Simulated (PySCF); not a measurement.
**Zn: excitation energy**

Zn [Ar] 3d10 4s2 (1S) → Zn [Ar] 3d10 4s1 4p1, s spin flipped, as a difference of total energies. All numbers are calculated (PySCF 2.14, scalar relativity through the core potential, in aug-cc-pVTZ-PP with one added diffuse shell each of s, p, d, f, g type with ECP10MDF (7s7p6d4f3g, 113 functions)). Correlated levels: valence: 3s2 3p6 frozen. The calculations carry no spin-orbit coupling.

```tsv
method	excitation energy (eV)
UHF	4.111
LDA	5.027
PBE	4.778
PBE0	4.654
r2SCAN	4.711
M06	5.098
wB97X-V	4.842
LC-wPBE	4.742
MP2 (valence)	4.858
SCS-MP2 (valence)	4.839
```

How much does correlation contribute at MP2 (valence)?

4.858 − (4.111) = 0.747 eV, measured against UHF.

The upper determinant mixes two multiplicities, so it lies between the two terms.
